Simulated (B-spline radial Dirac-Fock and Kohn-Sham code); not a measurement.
**Electron momentum distribution of Tc²⁷⁺: Compton profiles**

System: technetium as Tc²⁷⁺ in the configuration 1s2 2s2 2p6 3s2 3p4.

The computed values come from a radial B-spline solver: the impulse approximation on relativistic Hartree-Fock (Dirac-Fock) wave functions, averaged over the configuration. pz is in atomic units of momentum; subshell profiles are per electron, for a selection of subshells; open shells are spread over both j values by their weights.

```
 pz    J total   J 2s1/2   J 2p1/2   J 3s1/2   J 3p3/2
1.6     0.9406    0.0653    0.0344     0.110    0.0854
1.8     0.9220    0.0644    0.0344     0.103    0.0847
  2     0.9018    0.0635    0.0344    0.0961    0.0838
2.5     0.8455    0.0609    0.0344    0.0775    0.0804
  3     0.7836    0.0578    0.0343    0.0599    0.0753
  4     0.6552    0.0508    0.0339    0.0328    0.0608
  5     0.5377    0.0431    0.0332    0.0182    0.0436
  7     0.3701    0.0281    0.0307    0.0122    0.0165
 10     0.2420    0.0120    0.0246   0.00973   0.00436
 15     0.1297   0.00263    0.0134   0.00196   0.00354
 20    0.06958   0.00169   0.00626  0.000437   0.00193
 30    0.02378   0.00135   0.00125  0.000339  0.000356
 40   0.009890  0.000695  0.000288  0.000179  7.21e-05
 60   0.002309  0.000159  2.66e-05  3.95e-05  5.36e-06
100  0.0002570  1.54e-05  1.08e-06  3.66e-06    < 1e-6
```

Task: What is the peak value J(0), and which subshell contributes most to it?

Result: J(0) = 1.015. The 3s1/2 subshell gives the largest part, 28 %.

Mean momentum ⟨p⟩ by subshell (a.u.): 1s1/2 38.4, 2s1/2 13.7, 2p1/2 18.2, 2p3/2 17.6, 3s1/2 7.44, 3p1/2 8.83, 3p3/2 8.67.
